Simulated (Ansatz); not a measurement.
Cartesian coordinates in Å:
```
C -0.7593 -1.1393 -0.6205
C -0.1098 -0.0871 -0.0975
Ga -0.6244 1.6773 -0.7683
In 1.3839 -0.5127 1.3869
H -0.5622 -2.1733 -0.3277
H -1.5362 -1.0304 -1.3825
H 0.0557 2.9908 -0.2374
H -1.7530 1.7329 -1.8679
H 2.3035 0.7311 2.1491
H 1.6018 -2.1894 1.7656
```

Charge 0, multiplicity 1. In: def2 effective core potential.

List the ωB97M-V/def2-TZVPP orbital energies in eV (Ansatz). (An estimate is asked.)

Computed: Occupied: -10153.25, -1256.78, -1110.98, -1110.86, -1110.85, -281.97, -281.33, -154.11, -131.00, -106.65, -106.33, -106.31, -87.49, -87.15, -87.12, -25.75, -25.58, -25.57, -25.49, -25.43, -24.21, -23.86, -23.74, -23.74, -23.65, -23.28, -17.90, -15.63, -14.60, -13.66, -11.76, -10.56, -10.49, -10.25, -8.90. Lowest empty: -0.42, 0.18, 1.53, 2.00, 2.05, 2.38, 2.89, 3.29.
